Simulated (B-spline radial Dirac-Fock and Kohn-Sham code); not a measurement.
**Total conversion coefficients of La against transition energy**

Method: a Dirac-Hartree-Slater potential of the neutral atom with a Latter tail (no hole, which puts coefficients of high multipoles low close above an edge), finite nucleus with surface currents. Computed with an atomic code on a B-spline grid. Subshells within 1 keV of threshold and pair formation are left out.

```
energy (keV)        E1        E2        E3        E5        M1        M4
        16.7      5.64      4540    828000  5.44e+09      31.2  1.58e+08
          20      3.41      1840    279000  1.30e+09      18.2  4.08e+07
        29.2      1.17       279     28600  6.83e+07      5.91  2.52e+06
        31.5     0.948       192     18200  3.80e+07      4.72  1.46e+06
        35.6     0.670       105      8730  1.48e+07      3.28    606000
        38.2     0.549      74.2      5730  8.62e+06      2.67    367000
        40.2      2.75      64.0      4230  5.82e+06      15.4    257000
        44.1      2.16      43.7      2440  2.86e+06      11.8    136000
          50      1.55      26.4      1170  1.09e+06      8.13     58400
          53      1.33      21.0       836    701000      6.86     39900
        66.5     0.722      8.85       231    124000      3.54      9570
        69.1     0.651      7.68       186     93100      3.16      7580
        76.8     0.488      5.20       104     41900      2.33      4040
         100     0.236      2.00      25.9      5810      1.09       895
         110     0.181      1.43      16.0      2880     0.831       529
         117     0.153      1.15      11.8      1830     0.697       379
         142    0.0896     0.581      4.61       455     0.405       136
         171    0.0537     0.305      1.96       125     0.242      52.1
         193    0.0386     0.202      1.14      54.9     0.173      28.4
         200    0.0351     0.179     0.977      43.4     0.157      23.8
         236    0.0225     0.103     0.483      14.9     0.101      10.6
         417   0.00527    0.0173    0.0542     0.589    0.0227     0.793
         500   0.00344    0.0104    0.0293     0.246    0.0144     0.370
        1000  0.000806   0.00192   0.00407    0.0165   0.00271    0.0276
        1350  0.000468   0.00103   0.00200   0.00651   0.00137    0.0104
        1660  0.000330  0.000692   0.00127   0.00364  0.000863   0.00560
        1880  0.000270  0.000548  0.000977   0.00262  0.000659   0.00392
        2000  0.000244  0.000489  0.000860   0.00224  0.000577   0.00330
```

Question: How fast do they fall between 1660 and 2000 keV?

Answer: As powers of the energy: E1 E^-1.61, E2 E^-1.87, E3 E^-2.09, E5 E^-2.62, M1 E^-2.16, M4 E^-2.85. Within one type (E or M) the higher multipoles fall faster.
